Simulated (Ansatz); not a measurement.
Reaction (ligand exchange at the Si–N bond): `CBN[SiH2]C` + PH₃ → `C[SiH2]P` + `CBN`

Program: Ansatz. Geometries: PBE0-D4/def2-TZVP. ΔE: electronic, gas phase. CBS: MP2 limit from def2 TZ/QZ plus the TZ coupled-cluster correction, frozen cores. This one scheme is used for every species. Functionals use def2-TZVPP. B3LYP here is the variant with VWN-RPA as its local correlation; programs differ in this. HSE06 is defined as in plane-wave codes. Each species was taken in one conformer, which may not be the lowest.

```csv
level,ΔE (kJ/mol),difference from CCSD(T)/CBS
PBE-D4,8.0,-15.6
BLYP-D4,21.2,-2.4
PBE0-D4,12.1,-11.5
r2SCANh-D4,17.7,-5.9
HSE06-D4,11.8,-11.8
CAM-B3LYP-D4,27.4,3.8
BLYP,14.7,-8.9
PBE0,9.0,-14.6
B3LYP,18.3,-5.3
r2SCAN0,17.2,-6.4
BHLYP,25.2,1.6
CAM-B3LYP,24.2,0.6
MP2/def2-SVP,25.3,1.7
MP2/def2-TZVPP,26.5,2.9
MP2/def2-QZVPP,25.5,1.9
HF/CBS(def2),33.2,9.6
CCSD(T)/CBS,23.6,0
```

Q: What do rigid-rotor, harmonic-oscillator terms from PBE0-D4/def2-TZVP frequencies (298.15 K, 1 bar) make of the CCSD(T)/CBS value? (Best estimate.)

A: Ansatz gave: ΔZPE = +8.0 kJ/mol, ΔH = +30.5 kJ/mol, ΔS = 17 J/(mol·K), ΔG = +25.3 kJ/mol.

Largest T1 diagnostic among the species: 0.013.

Leaving LDA and LC-ωPBE aside and taking each functional with its dispersion term where it has one, the values, not all of them listed here, spread over 20.3 kJ/mol, from PBE-D4 to BHLYP-D4. LDA lies +6.9 kJ/mol from PBE without D4. From BLYP to BHLYP (50 % exact exchange), in def2-TZVPP and without D4, ΔE moves by +10.5 kJ/mol.
